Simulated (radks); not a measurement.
Pm3+, configuration [Xe] 4f4.

Calculated with a radial shooting solver on a logarithmic mesh with Libxc functionals: non-relativistic Kohn-Sham, LDA (Slater exchange, Perdew-Wang correlation), spin-unpolarised, spherical densities, point nucleus; relativity is left out, which matters for an element this heavy.

Energy parts (eV):
part                      energy
total                 -262586.56
kinetic                262470.68
electron-nucleus      -620986.27
Hartree                101728.48
exchange-correlation    -5799.45

Orbitals (lengths in bohr, moments of r in powers of bohr; <r^-3> diverges for s and p1/2; r(90%) holds 90 % of the orbital's charge):
orbital  occ.  eigenvalue (eV)  r(90%)   <1/r>  <r^-3>
1s          2        -42562.23  0.0443   60.42       -
2s          2        -6725.241   0.163   14.00       -
2p          6        -6384.545   0.146   14.03    7670
3s          2        -1486.770   0.404   5.235       -
3p          6        -1336.848   0.397   5.175    1531
3d         10        -1056.597   0.369   5.068   259.0
4s          2        -315.5846   0.897   2.229       -
4p          6        -258.2730   0.932   2.137   336.0
4d         10        -156.6821    1.03   1.932   47.52
5s          2         -64.3857    2.12  0.8882       -
5p          6         -48.4118    2.38  0.7938   50.50
4f          4         -35.7311    1.51   1.441   6.674

The highest occupied level is 4f at -35.731 eV. The electron density at the nucleus is 1.61e+05 e/bohr^3. The density falls to 0.001 e/bohr^3 at r = 3.37 bohr.
